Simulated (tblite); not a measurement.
C2H2F3OS (doublet state).
Numbering: `[O:1][CH2:2][S:3][C:4]([F:5])([F:6])[F:7]` (hydrogens: H8, H9 on C2)

Structure used (GFN2-xTB), in Å, numbered top down from 1:
```xyz
9
C2H2F3OS angstrom
O      1.026   -1.348   -0.662
C      1.476   -0.219   -0.420
S      0.136    1.219   -0.114
C     -1.382    0.214   -0.335
F     -1.440   -0.310   -1.549
F     -2.453    0.986   -0.174
F     -1.448   -0.762    0.557
H      2.049   -0.073    0.522
H      2.050    0.300   -1.218
```

Computed with GFN2-xTB (tblite): harmonic, unscaled wavenumbers at the GFN2-xTB geometry, gas phase. The method is semi-empirical: single wavenumbers can be off by several per cent or more. One conformer, not necessarily the lowest. Open shells enter through the occupations alone, without spin polarisation, and single modes of such species can be off by tens of per cent.

Harmonic wavenumbers (cm⁻¹): 57.2, 72.5, 104.2, 227.6, 283.0, 356.8, 402.5, 477.3, 480.4, 516.2, 565.7, 682.6, 1007.9, 1039.7, 1039.8, 1092.4, 1103.6, 1288.7, 1466.8, 2628.2, 2706.0.

A = 3425, B = 1812, C = 1508 MHz; mass 130.978 u (most abundant isotopes); point group Cs, symmetry number 1; spin multiplicity 2.

**Question.** Zero-point energy?

**Answer.** ½Σν̃ = 8800 cm⁻¹ = 25.16 kcal/mol.

**Question.** Give the ideal-gas entropy at 298.15 K and 1 bar in the rigid-rotor, harmonic-oscillator model (classical rotation).

**Answer.** Translation 40.55, rotation 27.93, vibration 20.82, spin (R ln 2) 1.38: S = 90.7 cal/(mol K).

**Question.** And Cp and H(298.15 K) − H(0)?

**Answer.** Cp = 27.99 cal/(mol K), of which vibrations give 20.04 (their classical limit is 21 R = 41.7); H(298.15 K) − H(0) = 5.58 kcal/mol without the zero-point energy, 3.21 from vibrations.

**Question.** Which modes carry the vibrational entropy at 298.15 K?

**Answer.** 57.2 cm⁻¹: 4.55; 72.5 cm⁻¹: 4.08; 104.2 cm⁻¹: 3.37; 227.6 cm⁻¹: 1.90; 283.0 cm⁻¹: 1.52; 356.8 cm⁻¹: 1.14 cal/(mol K); the other 15 give 4.26 together.

**Question.** What must be added to the electronic energy to get the Gibbs energy at 298.15 K and 1 bar?

**Answer.** ZPE + [H(298.15 K) − H(0)] − T·S = 25.16 + 5.58 − 27.03 = 3.71 kcal/mol.

**Question.** Blend soft modes into free rotors: weight 1/[1 + (100 cm⁻¹/ν̃)⁴] for the oscillator and the rest for a rotor with moment μB/(μ + B), μ = h/(8π²ν), B = 10⁻⁴⁴ kg m². What vibrational entropy results?

**Answer.** 18.83 cal/(mol K) in place of 20.82, which changes −T·S at 298.15 K by +0.59 kcal/mol.

Hindered rotation and anharmonicity are outside this model. Other conformers, if any are populated, would add a mixing term that is left out.
